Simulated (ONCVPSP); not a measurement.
boron (B): variants of one ONCV potential

Base potential:

boron, optimised norm-conserving Vanderbilt (ONCV), made with ONCVPSP 4.0.1 (PBE, scalar-relativistic). Core [He], reference 2s2 (charge +1). Waves: 2s: rc 1.60 bohr, ncon 3, nbas 6, qcut 4.2 1/bohr, 1 projector; p scattering state at 0.39 Ha: rc 1.20 bohr, ncon 4, nbas 8, qcut 7.7 1/bohr, 3 projectors, debl 2.9 Ha; d scattering state at 0.18 Ha: rc 1.75 bohr, ncon 3, nbas 6, qcut 6 1/bohr, 2 projectors, debl 1.8 Ha. Local part: polynomial inside 0.95 bohr (lpopt 1, dvloc0 6 Ha). Core correction: Teter function, fcfact 2.25, rcfact 1.75.

In the p channel the program set the typed energies aside and used 0.050, 2.950, 5.850 Ha.

Cutoffs, loose and tight: the cutoffs (Ha) at which the residual kinetic energy of the hardest occupied pseudo-wave falls to 1 and 0.1 mHa per electron. They do not see the model core or the augmentation charge, which bear on the density cutoff. Test errors are all-electron minus pseudo excitation energies from the reference, over the configurations 2s2 2p1; 2s1; 2s2 2p0.5; 2s0 2p3. A dash means not determined; rows that change the core or the reference have their own tests.

1 further variants are left out, since the program set their typed debl aside.

| change | outcome | cutoff, loose | cutoff, tight | bound ghosts | GHOST(+) flags above zero | largest test error (meV) |
| --- | --- | --- | --- | --- | --- | --- |
| base | generated, projector energies reset by the program | 8.6 Ha | 32 Ha | none | none | +64 |
| d: nproj 1 | generated, projector energies reset by the program | 8.6 Ha | 32 Ha | none | none | +64 |
| p: qcut 7 | generated, projector energies reset by the program | 8.6 Ha | 32 Ha | none | none | +69 |
| s: rc 1.4 | generated, projector energies reset by the program | 12 Ha | 44 Ha | none | none | +64 |
| s: qcut 3.9 | generated, projector energies reset by the program | 9.1 Ha | 34 Ha | none | none | +69 |
| core correction Teter function, fcfact 5.25, rcfact 1.55 | generated, projector energies reset by the program | 8.6 Ha | 32 Ha | none | none | +54 |
| local potential polynomial inside 1.10 bohr (lpopt 5, dvloc0 1 Ha) | generated, projector energies reset by the program | 8.6 Ha | 32 Ha | none | none | +64 |
| reference 2s1.5 | generated, projector energies reset by the program | 8.9 Ha | 33 Ha | none | none | +97 |
| non-relativistic | generated, projector energies reset by the program | 8.6 Ha | 32 Ha | none | none | +64 |
| all radii but the core radius scaled by about 1.08 (s 1.72, p 1.30, d 1.88 bohr); local potential polynomial inside 1.02 bohr (lpopt 1, dvloc0 6 Ha) | generated, projector energies reset by the program | 7.6 Ha | 25 Ha | none | none | +69 |
